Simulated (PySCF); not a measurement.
# One molecule, several mistakes: AlBFH3N cation

Calculated results; nothing here was measured. They come from PySCF 2.14.0, an open-source quantum chemistry program, on an isolated molecule that a program drew, which may never have been made. The molecule is AlBFH3N cation (charge +1, singlet), drawn as the SMILES string `[NH2][Al+][BH]F`.

Each row is a Hartree-Fock (HF) and frozen-core CCSD(T) single point in the cc-pV(D+d)Z basis, meant for a local HF minimum. Run 1 is clean. Each other run has one planted mistake out of seven kinds, and not every kind appears here: one electron removed, one electron added, multiplicity raised by two, geometry at a saddle point, minimal basis STO-3G, one bond length entered in bohr, all coordinates scaled. The reference is restricted for singlets and unrestricted otherwise, and also for a bond in bohr. Adding or removing an electron swaps singlet and doublet. Electrons count all cores. HOMO and LUMO are orbital energies over both spins, the gradient is its largest component, and the lowest frequency (negative if imaginary) is given only where the gradient is small. Bond lengths are over the 6 bonds as drawn. T1 is the CCSD diagnostic: over 0.02 (restricted) or 0.045 (unrestricted) a single reference is doubtful.

Geometry of the clean run:
```xyz
7
AlBFH3N cation, angstrom
N     3.2079   -2.0520    0.7616
Al    1.8626   -1.0210    0.4919
B     0.1518    0.3221    0.1309
F    -0.9823   -0.1101    0.5959
H     4.1630   -1.8473    0.5138
H     3.1714   -2.9617    1.1938
H     0.2800    1.3527   -0.4446
```

```
run,electrons,basis functions,<S^2>,HOMO (eV),LUMO (eV),gradient (hartree/bohr),lowest frequency (cm^-1),mean bond (Å),longest bond (Å),T1,HF (hartree),CCSD(T) (hartree),mistake
1,36,80,0.000,-16.69,-4.43,2.8e-05,64,1.4039,2.205,0.0180,-422.05533,-422.57588,no fault
2,36,80,0.000,-16.04,-4.56,6.7e-02,-,1.5022,2.359,0.0213,-422.02588,-422.55807,all coordinates scaled
3,37,80,0.768,-5.45,1.21,6.0e-02,-,1.4039,2.205,0.0194,-422.23613,-422.77037,one electron added
4,36,80,2.007,-12.85,-7.60,2.4e-02,-,1.4039,2.205,0.0262,-421.91877,-422.42985,multiplicity raised by two
5,36,80,0.702,-16.12,-5.08,3.1e-02,-,1.5534,2.205,0.0666,-421.90521,-422.42791,?
6,35,80,0.769,-21.97,-14.99,1.1e-01,-,1.4039,2.205,0.0274,-421.47363,-421.98286,?
```

**Which mistake was planted in run 5, and what did it cost?**

The mean bond changes by a factor of 1.106 and the longest by 1.000, so the molecule wasn't scaled as a whole. A length L in bohr read as angstrom grows by (1/0.5292 - 1) L = 0.890 L. The 6 bonds together grew by 6 x 0.1495 = 0.897 Å, which gives L = 1.008 Å. That is the length of one of the H-N bonds, 1.008 Å in the clean geometry. So the mistake is: one bond length entered in bohr. Subtracting run 1 and multiplying by 627.51 kcal/mol a hartree, the energy moved by 94.2 kcal/mol in HF and 92.9 kcal/mol in CCSD(T).

**Which mistake was planted in run 6, and what did it cost?**

It counts 35 electrons, one fewer than the clean run, at the same geometry and basis. So the mistake is: one electron removed. Subtracting run 1 and multiplying by 627.51 kcal/mol a hartree, the energy moved by 365.0 kcal/mol in HF and 372.1 kcal/mol in CCSD(T).

Cautions from the logs. Run 2: T1 is over the limit, so its CCSD(T) energy is less reliable; run 5: T1 is over the limit, so its CCSD(T) energy is less reliable.
